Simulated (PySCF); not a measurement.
A structure optimised at B3LYP-D3(BJ)/def2-SVP, used in a PySCF frequency run:

```xyz
9

Si     1.8004     0.3129     1.0192
F      2.1907    -1.2265     0.6952
S      0.5954     1.1214    -0.5876
Si    -1.1159    -0.0920    -0.3918
F     -2.4423     0.7933    -0.2439
F     -0.9981    -1.0264     0.9110
F     -1.3301    -1.0440    -1.6604
H      1.0858     0.3521     2.3112
H      3.0231     1.1454     0.9887
```

Task: Write its SMILES and formula.

Result: F[SiH2]S[Si](F)(F)F, F4H2SSi2

Task: What are its rotational constants (standard atomic weights)?

Result: 2.4265, 0.95366, 0.86932 GHz
